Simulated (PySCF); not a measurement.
**Sb²⁺ (antimony, charge +2) across methods**

[Kr] 4d10 5s1 5p1 6s1, high-spin 4P determinant (an excited configuration). Computed with PySCF 2.14 in aug-cc-pwCVTZ-PP with ECP28MDF, with scalar relativity through the core potential.

| method | E (hartree) | mean ε 5s α (eV) | mean ε 5p α (eV) | mean ε 6s α (eV) | Σ⟨r²⟩ (bohr²) | ⟨S²⟩ |
| --- | --- | --- | --- | --- | --- | --- |
| HSE06 | -238.5733 | -35.267 | -25.013 | -12.288 | 52.20 | 3.751 |
| UHF | -237.72239 | -39.129 | -28.513 | -13.560 | 53.40 | 3.751 |
| r2SCAN | -238.6503 | -34.709 | -24.682 | -12.107 | 52.14 | 3.752 |
| LDA | -238.1613 | -34.637 | -24.327 | -12.278 | 51.56 | 3.751 |
| PBE | -238.5579 | -34.267 | -24.215 | -12.195 | 51.87 | 3.751 |
| M06-L | -238.7285 | -33.792 | -23.984 | -12.159 | 51.94 | 3.751 |
| PBE0 | -238.5765 | -35.674 | -25.434 | -12.628 | 52.14 | 3.751 |
| PW91 | -238.6458 | -34.388 | -24.310 | -12.248 | 51.86 | 3.751 |

Energies and moments cover only the electrons outside the core potential. The outer electron is Rydberg-like, and this basis confines it to a smaller radius and binds it less than a complete one would.
